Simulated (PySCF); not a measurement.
C3H12N2Si, SMILES CCN[SiH2]NC.

The structure is a stationary point at r2SCAN-D4/def2-SVP. One conformer was computed; it need not be the lowest.

Two levels are set side by side: TDA-PBE/def2-SVPD (PySCF) and TDA-PBE0/def2-SVPD (PySCF). Vertical, same geometry. The lowest singlet is HOMO→LUMO 97 % with PBE and HOMO→LUMO 60 %, HOMO→LUMO+1 18 %, HOMO−1→LUMO+1 15 % with the other functional; states are paired by order. Differences are taken from unrounded values.

| quantity | TDA-PBE0 |
|---|---|
| lowest singlet excitation (eV) | 6.02 |
| lowest triplet excitation (TDA) (eV) | 5.77 |

Problem. What does TDA-PBE give, and how far is it from TDA-PBE0? (Estimate from the structure and the level; the computed values follow.)

Solution. 
```json
[
 {"quantity": "lowest singlet excitation (eV)", "TDA-PBE": "5.28", "TDA-PBE minus TDA-PBE0": "-0.73"},
 {"quantity": "lowest triplet excitation (TDA) (eV)", "TDA-PBE": "5.12", "TDA-PBE minus TDA-PBE0": "-0.65"}
]
```

Functionals without exact exchange tend to place singlet excitations lower, as here. Differences between two approximate levels are no errors against the true value.

Rough cost on one machine, each run with all the roots and properties that it gave: TDA-PBE0 against TDA-PBE about 3 times.
